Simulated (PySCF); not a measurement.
**How methods differ on the fine-structure interval of Pb⁶⁵⁺**

Pb⁶⁵⁺ [Ne] 3s2 3p5 [3p1/2^2 3p3/2^3, M_J = 3/2] → Pb⁶⁵⁺ [Ne] 3s2 3p5 [3p1/2^1 3p3/2^4, M_J = 1/2], as a difference of total energies. Calculation: PySCF 2.14, in an even-tempered Gaussian basis (17 s from 22 bohr⁻², ratio 2.4; 14 p from 29 bohr⁻², ratio 2.4; 4 d from 100 bohr⁻², ratio 2.6; 4 f from 150 bohr⁻², ratio 2.6); the two-component X2C-1e Hamiltonian. Correlated levels: 1s2 frozen; the 46 highest virtual spinors dropped. "Screened" scales the spin-orbit matrix elements by Boettger's factors to mimic the two-electron term; Breit and QED terms are absent.

```csv
method,fine-structure interval (cm⁻¹)
GHF (screened spin-orbit),4680400
GMP2 (screened spin-orbit),4680700
GHF (bare spin-orbit),4814500
```
